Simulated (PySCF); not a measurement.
# Electron correlation in F (fluorine, neutral)

[He] 2s1 2p6, 2S determinant (an excited configuration). Calculation: PySCF 2.14, in x2c-QZVPPall with one added diffuse shell each of s, p, d, f type (8s5p4d3f1g, 73 functions); the spin-free X2C one-electron Hamiltonian (Gaussian nucleus). Frozen: 1s2; 7 electrons correlated.

```json
{"level": "CCSD", "correlation energy (mhartree)": "-337.54"}
{"level": "(T)", "correlation energy (mhartree)": "-59.19"}
{"level": "CCSD(T)", "correlation energy (mhartree)": "-396.73"}
```

Diagnostics: T1 = 0.038, D1 = 0.1371, largest double amplitude 0.363.

T1 exceeds 0.03, a sign that the reference determinant is poor. A double-excitation amplitude exceeds 0.15, a sign of near-degeneracy.

Cost of the coupled-cluster step: of the order of 17 core-seconds, for 7 correlated electrons.

Iterations:

```
CC2 = 0
CCSD nocc = (np.int64(4), np.int64(3)), nmo = (72, 72)
frozen orbitals [[0], [0]]
max_cycle = 100
direct = 0
conv_tol = 1e-08
conv_tol_normt = 1e-06
diis_space = 8
diis_start_cycle = 0
Init t2, MP2 energy = -0.295377023621899
Init E_corr(UCCSD) = -0.295377023624516
cycle = 1  E_corr(UCCSD) = -0.304157703038783  dE = -0.00878067941  norm(t1,t2) = 0.0722201
cycle = 2  E_corr(UCCSD) = -0.313865602770433  dE = -0.00970789973  norm(t1,t2) = 0.0483738
cycle = 3  E_corr(UCCSD) = -0.322976480462006  dE = -0.00911087769  norm(t1,t2) = 0.0375992
cycle = 4  E_corr(UCCSD) = -0.327277732318138  dE = -0.00430125186  norm(t1,t2) = 0.0263651
cycle = 5  E_corr(UCCSD) = -0.328714454634102  dE = -0.00143672232  norm(t1,t2) = 0.0225491
cycle = 6  E_corr(UCCSD) = -0.331559047658546  dE = -0.00284459302  norm(t1,t2) = 0.0189389
cycle = 7  E_corr(UCCSD) = -0.33638066126936  dE = -0.00482161361  norm(t1,t2) = 0.0142768
cycle = 8  E_corr(UCCSD) = -0.336333629572239  dE = 4.70316971e-05  norm(t1,t2) = 0.00536565
cycle = 9  E_corr(UCCSD) = -0.337800657372847  dE = -0.0014670278  norm(t1,t2) = 0.0029229
cycle = 10  E_corr(UCCSD) = -0.337450917412653  dE = 0.00034973996  norm(t1,t2) = 0.000855724
cycle = 11  E_corr(UCCSD) = -0.337537809307562  dE = -8.68918949e-05  norm(t1,t2) = 0.00030494
cycle = 12  E_corr(UCCSD) = -0.33754766580412  dE = -9.85649656e-06  norm(t1,t2) = 9.84131e-05
cycle = 13  E_corr(UCCSD) = -0.337536582613137  dE = 1.1083191e-05  norm(t1,t2) = 0.000118087
cycle = 14  E_corr(UCCSD) = -0.337538284336949  dE = -1.70172381e-06  norm(t1,t2) = 1.71063e-05
cycle = 15  E_corr(UCCSD) = -0.337538178395957  dE = 1.05940992e-07  norm(t1,t2) = 4.09184e-06
cycle = 16  E_corr(UCCSD) = -0.337538312312534  dE = -1.33916576e-07  norm(t1,t2) = 1.44324e-06
cycle = 17  E_corr(UCCSD) = -0.337538378672364  dE = -6.63598306e-08  norm(t1,t2) = 4.98395e-07
cycle = 18  E_corr(UCCSD) = -0.337538310317256  dE = 6.83551086e-08  norm(t1,t2) = 1.87151e-07
cycle = 19  E_corr(UCCSD) = -0.337538327526595  dE = -1.72093392e-08  norm(t1,t2) = 6.18372e-08
cycle = 20  E_corr(UCCSD) = -0.337538310842283  dE = 1.66843116e-08  norm(t1,t2) = 5.20166e-08
cycle = 21  E_corr(UCCSD) = -0.337538310088496  dE = 7.53787421e-10  norm(t1,t2) = 1.99185e-08
UCCSD converged
E(UCCSD) = -98.96046029905523  E_corr = -0.3375383100884958
UCCSD(T) correction = -0.0591933375970144
```
